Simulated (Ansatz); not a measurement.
Ideal-gas functions of AsH2 (`[AsH2]`) radical at 600 K and 1 bar, from an Ansatz frequency run at PBE0-D4/def2-TZVP.

Molar mass 76.94 g/mol, point group C2v (symmetry number 2), electronic degeneracy 2, moments of inertia 2.259, 2.377, 4.636 u Å². Harmonic wavenumbers (cm⁻¹, unscaled): 1004, 2198, 2209.

Use S(trans) = R[1.5 ln M + 2.5 ln T − 1.1517]; rotational temperatures θ = 24.2544 K / I; S(rot) = R[ln(√π/σ · √(T³/θAθBθC)) + 1.5]; for each mode x = 1.438777 ν̃/T, S = R[x/(eˣ − 1) − ln(1 − e⁻ˣ)] and H = RT x/(eˣ − 1); 1 cm⁻¹ = 0.0119627 kJ/mol; R = 8.31446 J/(mol·K).

Problem. By hand: the entropy, in J/(mol·K).

Solution. Translation 177.6. Rotation: θ = 10.7368, 10.2038, 5.2318 K, giving 64.8. Vibration, mode by mode: 2.77, 0.27, 0.26, in all 3.3. Electronic 5.8. Sum 251.5 J/(mol·K).

Problem. By hand: H − E and G − E in kJ/mol, counted from the electronic energy.

Solution. Zero-point energy ½ × 5411 × 0.0119627 = 32.4; thermal vibration 1.5; translation, rotation and pV give 4 RT = 20.0. H − E = 53.9 kJ/mol, and G − E = 53.9 − 600 × 251.5/1000 = -97.0 kJ/mol.

Vibration gives 1 % of the entropy.
